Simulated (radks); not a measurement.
Results of a calculation; reference values are marked as such.
Effect of the nuclear size on the selenium ion Se+, [Ar] 3d10 4s2 4p3. Code: a radial shooting solver on a logarithmic mesh with Libxc functionals. Model: Dirac Kohn-Sham, PBE, spin-unpolarised, spherical densities, finite nucleus; open shells fill j = l - 1/2 first; Fermi nuclear charge, rms radius 4.14 fm. The rms radius is varied about that value; shifts are against it.

| rms radius (fm) | total energy shift (eV) | density at nucleus (e/bohr^3) | 1s1/2 shift (meV) | 2s1/2 shift (meV) | 3s1/2 shift (meV) | 3p1/2 shift (meV) | 4s1/2 shift (meV) |
|---|---|---|---|---|---|---|---|
| 3.5314 | -0.127 | 4.022e+04 | -54.0 | -5.37 | -0.823 | 0.084 | -0.078 |
| 3.8585 | -0.0612 | 3.996e+04 | -26.0 | -2.58 | -0.396 | 0.040 | -0.038 |
| 4.14 | 0 | 3.976e+04 | 0.000 | 0.000 | 0.000 | 0.000 | 0.000 |
| 4.4878 | 0.0811 | 3.953e+04 | 34.4 | 3.42 | 0.525 | -0.053 | 0.050 |
| 4.7651 | 0.150 | 3.937e+04 | 63.7 | 6.34 | 0.971 | -0.099 | 0.092 |

Slopes of the eigenvalues against <r^2> in GHz/fm^2, as finite differences over the two radii next to the reference (eigenvalue slopes, not the field-shift constants of lines): 1s1/2 2780, 2s1/2 277, 3s1/2 42.4, 3p1/2 -4.31, 4s1/2 4.02.
